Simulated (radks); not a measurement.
Mg2+, 10 electrons, occupied as [He] 2s2 2p5 6p1 (not the ground configuration). Calculated with a radial shooting solver on a logarithmic mesh with Libxc functionals: scalar-relativistic Kohn-Sham, r2SCAN, spin-polarised, spherical densities, finite nucleus; open shells are filled with parallel spins first; meta-GGA in the generalised Kohn-Sham scheme; Fermi nuclear charge, rms radius 3.057 fm.

Radial electron density D(r) = 4 pi r^2 rho(r):

r (bohr)  D(r) (e/bohr)    spin D(r)
0.004844         0.2949  -0.00000736
0.005639         0.3916  -0.00000888
0.006512         0.5109   -0.0000101
0.007521         0.6644   -0.0000105
0.008755         0.8732  -0.00000879
0.01011           1.126  -0.00000292
0.01168           1.445    0.0000110
0.01359           1.868    0.0000422
0.0157            2.367     0.000100
0.01813           2.975     0.000208
0.02094           3.706     0.000401
0.02438           4.621     0.000765
0.02815           5.626      0.00137
0.03251           6.756      0.00240
0.03785           8.054      0.00425
0.04371           9.336      0.00718
0.05048           10.60       0.0120
0.05877           11.80       0.0202
0.06788           12.70       0.0325
0.07839           13.24       0.0516
0.09126           13.33       0.0824
0.1054            12.89        0.126
0.1217            11.99        0.188
0.1417            10.66        0.279
0.1636            9.278        0.395
0.189             8.065        0.543
0.22              7.265        0.732
0.2541            7.144        0.936
0.2934            7.641         1.14
0.3416            8.622         1.35
0.3945            9.618         1.48
0.4556            10.27         1.53
0.5262            10.26         1.47
0.6126            9.414         1.30
0.7075            7.918         1.06
0.817             6.041        0.784
0.9512            4.043        0.511
1.098             2.449        0.306
1.269             1.304        0.167
1.477            0.5782       0.0837
1.706            0.2332       0.0446
1.97            0.08241       0.0230
2.293           0.02111      0.00723
2.648          0.002959     0.000242
3.058          0.007201      0.00680
3.561           0.02542       0.0254
4.112           0.03581       0.0358
4.749           0.02340       0.0234
5.529          0.001650      0.00165
6.385           0.01021       0.0102
7.374           0.04624       0.0462
8.584           0.05314       0.0531
9.914           0.01349       0.0135
11.45          0.005715      0.00572
13.22           0.06905       0.0691
15.39            0.1232        0.123
17.78           0.09142       0.0914
20.53           0.03194       0.0319
23.9           0.004644      0.00464
27.6          0.0003616     0.000362

D(r) has 5 maxima, at r = 0.0870, 0.490, 4.11, 8.12, 15.6 bohr, and minima at 0.242, 2.76 bohr, inside which lie 2.21, 9.02 electrons.
